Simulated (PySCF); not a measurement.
**Working out the ionisation energy of Tl**

Tl [Xe] 4f14 5d10 6s2 6p1 (2P) → Tl⁺ [Xe] 4f14 5d10 6s2 (1S). Calculation: PySCF 2.14, in aug-cc-pwCVDZ-PP with ECP60MDF (6s5p4d1f, 48 functions); a scalar-relativistic core potential. Frozen: 5s2 5p6 5d10. Energies in hartree (1 hartree = 27.21139 eV):

```
            part   Tl (lower)  Tl⁺ (upper)
             UHF  -171.512656  -171.328889
CCSD correlation    -0.033868    -0.027093
             (T)    -0.000372     0.000000
```

What does Hartree-Fock give?

(-171.328889) − (-171.512656) = 0.183767 hartree = 5.001 eV.

What do CCSD and CCSD(T) give?

The CCSD correlation energies differ by 0.006775 hartree = 0.184 eV and the triples by 0.000372 hartree = 0.010 eV, so CCSD gives 5.185 eV and CCSD(T) 5.195 eV.

Measured between the centres of the two terms (NIST): 5.464 eV, so CCSD(T) (valence) is off by -0.269 eV.

A double-zeta basis recovers only part of the correlation energy.

What remains against the reference includes basis incompleteness, the frozen core and higher excitations.
